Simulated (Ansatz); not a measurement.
Geometry optimisation, DFT PBE-D3(BJ), scalar-relativistic, plane waves, PAW in Ansatz 0.2.0.

Input:

```yaml
accuracy: low
crystal:
  lattice:
    - [0.0, 5.43, 5.43]
    - [5.43, 0.0, 5.43]
    - [5.43, 5.43, 0.0]
  atoms:
    - { symbol: Si, position: [0.0, 0.0, 0.0] }
    - { symbol: Si, position: [0.125, 0.125, 0.125] }
    - { symbol: Si, position: [0.0, 0.0, 0.5] }
    - { symbol: Si, position: [0.125, 0.125, 0.625] }
    - { symbol: Si, position: [0.0, 0.5, 0.0] }
    - { symbol: Si, position: [0.125, 0.625, 0.125] }
    - { symbol: Si, position: [0.0, 0.5, 0.5] }
    - { symbol: Si, position: [0.125, 0.625, 0.625] }
    - { symbol: Si, position: [0.5, 0.0, 0.0] }
    - { symbol: Si, position: [0.625, 0.125, 0.125] }
    - { symbol: Si, position: [0.5, 0.0, 0.5] }
    - { symbol: Si, position: [0.625, 0.125, 0.625] }
    - { symbol: Si, position: [0.5, 0.5, 0.0] }
    - { symbol: Si, position: [0.625, 0.625, 0.125] }
    - { symbol: Si, position: [0.5, 0.5, 0.5] }
    - { symbol: Si, position: [0.625, 0.625, 0.625] }
    - { symbol: Fe, position: [0.2604105, 0.2506333, 0.7429773], spin: 2.5 }
magnetization:
  spin_polarized: true
basis:
  ecutwfc: 420.0
kpoints:
  mp_grid: { grid: [2, 2, 2] }
hamiltonian:
  xc: pbe
  dispersion: d3bj
  pseudopotentials: { kind: paw, azcp: { folder: soft_1 } }
scf:
  occupations: { method: fermi_dirac, width: 0.05 }
  lower_state_search: "off"
relax:
  f_tol: 0.08
  max_steps: 25
  adjacent_minimum: "off"
```

Launched with:

```bash
$ ansatz run input.yaml --threads 2 --pin off --max-ram 5120MiB --backend cpu --events-out ev --progress --plain --runs-dir out
```

Q: Where does it end, and by what steps?

A: It converged. Limits of this set-up: coarse k mesh, a small cell, in which the defect meets its images, low accuracy level. After 3 steps the energy has fallen by 0.042 eV; Fe17 moved furthest, 0.06 Å.

```
step  energy less start (eV)  largest force component (eV/Å)  accepted
   0                  0.0000                           0.447       yes
   1                 -0.0330                           0.220       yes
   2                 -0.0402                           0.097       yes
   3                 -0.0423                           0.004       yes
```

```xyz
17
Lattice="0.0000 5.4300 5.4300 5.4300 0.0000 5.4300 5.4300 5.4300 0.0000" Properties=species:S:1:pos:R:3
Si -0.001 0.000 -0.007
Si 1.366 1.369 1.350
Si 2.710 2.719 0.008
Si 4.060 4.063 1.351
Si 2.724 -0.001 2.717
Si 4.065 1.364 4.081
Si 5.430 2.705 2.717
Si 6.797 4.062 4.087
Si -0.004 2.726 2.720
Si 1.364 4.065 4.083
Si 2.703 5.433 2.720
Si 4.056 6.803 4.091
Si 2.715 2.714 5.430
Si 4.063 4.064 6.781
Si 5.427 5.432 5.444
Si 6.795 6.796 6.781
Fe 5.425 5.434 2.723
```

The run took 35 s on 2 threads of Arm Neoverse V2, with other jobs on the host, peak memory 0.73 GiB.
